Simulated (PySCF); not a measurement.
SMILES [CH]=C[Si](OC)(OC)OC (C5H11O3Si), doublet (GFN2-xTB optimised geometry):

```
20

C      1.429    -1.928     0.734
C      0.774    -1.081     0.000
Si    -1.133    -1.081     0.000
O     -1.604    -1.855     1.345
C     -0.942    -2.930     1.940
O     -1.758    -1.844    -1.287
C     -1.910    -1.350    -2.589
O     -1.784     0.408     0.000
C     -1.735     1.368     1.020
H      2.460    -2.146     0.926
H      1.273    -0.345    -0.641
H     -1.304    -3.876     1.533
H     -1.112    -2.889     3.016
H      0.156    -2.826     1.712
H     -0.955    -1.377    -3.118
H     -2.280    -0.325    -2.572
H     -2.627    -1.991    -3.104
H     -0.737     1.808     1.083
H     -2.460     2.146     0.775
H     -1.987     0.923     1.983
```

Calculation: unrestricted PBE0/def2-SVP (PySCF 2.14.0).

### Question
What are the frontier orbital energies (α orbitals alone; a β orbital can be the lowest empty one) and the dipole moment?

### Answer
HOMO-2 -8.19 eV, HOMO-1 -7.83 eV, HOMO -5.85 eV, LUMO -0.19 eV, LUMO+1 2.01 eV; dipole moment 1.82 D.

On the same geometry PySCF with unrestricted PBE/def2-SVP gives HOMO-2 -6.56 eV, HOMO-1 -6.26 eV, HOMO -4.35 eV, LUMO -1.11 eV, LUMO+1 1.08 eV; dipole moment 1.51 D.

Meta-Löwdin charges at PBE0/def2-SVP: C1 -0.14, C2 -0.38, Si3 1.40, O4 -0.60, C5 -0.07, O6 -0.60, C7 -0.07, O8 -0.61, C9 -0.07, H10 0.13, H11 0.12, H12 0.10, H13 0.11, H14 0.10, H15 0.09, H16 0.10, H17 0.11, H18 0.09, H19 0.11, H20 0.10.
